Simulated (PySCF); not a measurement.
SMILES c1c(cc[c]([Al]([OH])[OH])c1)[SiH3], singlet (GFN2-xTB optimised geometry):

```
19

Si    -0.484     0.695     0.000
C     -1.109    -0.190     1.543
C     -1.862     0.466     2.513
C     -2.312    -0.196     3.641
C     -2.025    -1.543     3.840
C     -1.272    -2.203     2.873
C     -0.824    -1.538     1.747
Al    -2.672    -2.497     5.457
O     -2.274    -4.087     5.593
O     -3.556    -1.623     6.535
H      0.982     0.695     0.000
H     -0.966    -0.011    -1.191
H     -0.982     2.072     0.000
H     -2.098     1.514     2.380
H     -2.895     0.336     4.381
H     -1.038    -3.251     3.009
H     -0.241    -2.072     1.008
H     -2.047    -5.001     5.673
H     -4.064    -1.120     7.153
```

Level of theory: PBE0/def2-SVP run with PySCF.

Q: What are the frontier orbital energies and the dipole moment?

A: HOMO-2 -7.74 eV, HOMO-1 -7.14 eV, HOMO -7.10 eV, LUMO -0.67 eV, LUMO+1 0.10 eV; dipole moment 2.15 D.

On the same geometry PBE/def2-SVP (PySCF) gives HOMO-2 -6.35 eV, HOMO-1 -6.13 eV, HOMO -6.10 eV, LUMO -1.47 eV, LUMO+1 -0.84 eV; dipole moment 2.18 D.

Meta-Löwdin charges at PBE0/def2-SVP: Si1 0.47, C2 -0.21, C3 -0.10, C4 -0.09, C5 -0.27, C6 -0.09, C7 -0.10, Al8 1.05, O9 -0.74, O10 -0.74, H11 -0.10, H12 -0.10, H13 -0.10, H14 0.10, H15 0.10, H16 0.10, H17 0.10, H18 0.35, H19 0.35.
